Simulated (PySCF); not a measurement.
PySCF input file for CdH4Si, SMILES [SiH3][CdH], IEF-PCM-B3LYP/def2-SVP. The structure is a stationary point at B3LYP-D3(BJ)/def2-TZVP. The def2 effective core potentials stand for the cores of Cd; spin–orbit coupling is left out.

```python
import numpy as np
from pyscf import gto, scf, dft
from pyscf.solvent import pcm

mol = gto.M(
    atom='''
    Cd   -0.00000000   -0.00000000   -0.65086272
    H     0.00000001    0.00000000   -2.35020182
    Si    0.00000000   -0.00000000    1.87856990
    H     1.19555786    0.69025565    2.43054455
    H    -0.00000000   -1.38051130    2.43054455
    H    -1.19555786    0.69025566    2.43054454
    ''',
    basis='def2-SVP',
    ecp={'Cd': 'def2-svp'},
    charge=0,
    spin=0,
    max_memory=1600,
    verbose=3,
)
mf = dft.RKS(mol, xc='b3lyp').density_fit(auxbasis='def2-universal-jkfit')
mf.grids.level = 3
mf.conv_tol = 1e-9
mf.max_cycle = 100
mf.kernel()
res = {}
for name, eps in {'water': 78.355, 'chlorobenzene': 5.6968, 'benzene': 2.2706}.items():
    s = mf.PCM()
    s.with_solvent.method, s.with_solvent.eps, s.with_solvent.lebedev_order = 'IEF-PCM', eps, 29
    s.kernel(mf.make_rdm1())
    res[name] = (s.e_tot, eps, s.dip_moment(), s.mo_energy, s.converged)
    print(f'{name}: electrostatic solvation free energy {(s.e_tot - mf.e_tot) * 627.509474:.3f} kcal/mol')
```

Log of the run:

```
converged SCF energy = -459.587518328991

WARN: PCM is an experimental feature. It is still in testing.
Features and APIs may be changed in the future.

converged SCF energy = -459.598927161952
Dipole moment(X, Y, Z, Debye): -0.00000,  0.00004, -0.36634
water: electrostatic solvation free energy -7.159 kcal/mol

WARN: PCM is an experimental feature. It is still in testing.
Features and APIs may be changed in the future.

converged SCF energy = -459.595969098093
Dipole moment(X, Y, Z, Debye): -0.00000,  0.00003, -0.31757
chlorobenzene: electrostatic solvation free energy -5.303 kcal/mol

WARN: PCM is an experimental feature. It is still in testing.
Features and APIs may be changed in the future.

converged SCF energy = -459.592378667127
Dipole moment(X, Y, Z, Debye): -0.00000,  0.00001, -0.26218
benzene: electrostatic solvation free energy -3.050 kcal/mol
```

The run converged.
